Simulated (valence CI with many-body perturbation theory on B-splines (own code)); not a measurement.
Results of a calculation; reference values are marked as such.
**Tl⁴¹⁺: what each term of the Hamiltonian does**

Level of theory: configuration interaction combined with many-body perturbation theory (CI+MBPT): four valence electrons over a frozen Dirac-Fock core [Kr], a basis of 9 s, 9 p, 10 d, 8 f, 5 g, 3 h, 1 i functions for each j, with the one-electron correlation potential Σ1 (screened to all orders), the two-electron term Σ2, the three-electron term Σ3, Breit, model QED; selected single and double excitations, second order for the rest (own B-spline code, finite nucleus).

No measured spectrum was set against this ion. As an estimate, large intervals hold to a few tenths of a per cent, small ones and those within an open d or f shell to about a per cent. Only levels of the ground parity were solved; by the run's estimate the other parity begins above the list, which can be wrong where configurations are misplaced.

Each rung adds one term. CI alone is the Dirac-Coulomb CI over the frozen core; QED comes last and gives the full result, which names the levels. Energies are above (4d3/2^4) J=0 on the same rung, in eV.

Levels are named by their leading jj configuration (3d3/2^4 stands for four electrons in 3d with j = 3/2), which in mixed levels can hold well under half, so a name can repeat and another be missing. Letters in brackets count levels of one name in rising energy.

```tsv
Level	CI alone	Σ1	Σ2	Σ3	Breit	QED	Full
(4d3/2^3 4d5/2) J=1	25.714	+0.1180	+0.0603	+0.0900	-0.5706	+0.0763	25.488
(4d3/2^3 4d5/2) J=4	32.040	+0.1221	-0.3144	-0.0347	-0.7536	+0.0764	31.135
(4d3/2^3 4d5/2) J=2	32.637	+0.1258	-0.1931	+0.0162	-0.6713	+0.0798	31.995
(4d3/2^3 4d5/2) J=3	34.305	+0.1253	-0.3310	-0.0404	-0.6803	+0.0786	33.458
(4d3/2^2 4d5/2^2) J=0 [a]	55.464	+0.2355	+0.1895	+0.0014	-1.1019	+0.1518	54.941
(4d3/2^2 4d5/2^2) J=2 [a]	55.894	+0.2318	-0.0075	+0.0719	-1.1263	+0.1491	55.213
(4d3/2^2 4d5/2^2) J=4 [a]	57.461	+0.2393	-0.1416	+0.0541	-1.2917	+0.1529	56.474
(4d3/2^2 4d5/2^2) J=3 [a]	57.995	+0.2385	-0.1714	+0.0154	-1.2148	+0.1526	57.015
(4d3/2^2 4d5/2^2) J=5	60.521	+0.2416	-0.4203	-0.0133	-1.3770	+0.1520	59.104
(4d3/2^2 4d5/2^2) J=6	62.394	+0.2441	-0.5716	-0.0091	-1.5003	+0.1523	60.710
(4d3/2^2 4d5/2^2) J=1	61.764	+0.2404	-0.1497	-0.0122	-1.1815	+0.1535	60.814
(4d3/2^2 4d5/2^2) J=3 [b]	63.712	+0.2382	-0.3977	-0.0653	-1.2538	+0.1512	62.385
(4d3/2^2 4d5/2^2) J=4 [b]	64.334	+0.2422	-0.4177	-0.1463	-1.3513	+0.1530	62.814
(4d3/2^2 4d5/2^2) J=2 [b]	64.590	+0.2411	-0.3214	-0.0500	-1.2539	+0.1531	63.359
(4d3/2^2 4d5/2^2) J=2 [c]	69.744	+0.2397	-0.0177	-0.1127	-1.1724	+0.1532	68.834
(4d3/2^2 4d5/2^2) J=4 [c]	72.387	+0.2437	-0.5304	-0.1272	-1.2745	+0.1544	70.853
(4d3/2^2 4d5/2^2) J=2 [d]	77.518	+0.2470	-0.4276	-0.2269	-1.1908	+0.1564	76.076
(4d3/2^2 4d5/2^2) J=0 [b]	83.859	+0.2563	-0.1110	-0.2333	-1.1613	+0.1633	82.773
(4d3/2 4d5/2^3) J=4 [a]	87.367	+0.3531	+0.0115	-0.0272	-1.8003	+0.2269	86.131
```

The middle columns are the shifts that each term adds.

Question: How does the ionisation energy move along the ladder, and which term matters most?

Answer: CI alone 2011.3, + Σ1 2014.1, + Σ2 2016.7, + Σ3 2016.7, + Breit 2015.2, + QED 2015.3 eV. The largest step is Σ1, 2.9 eV. NIST lists 2014 ± 4 eV (theoretical).
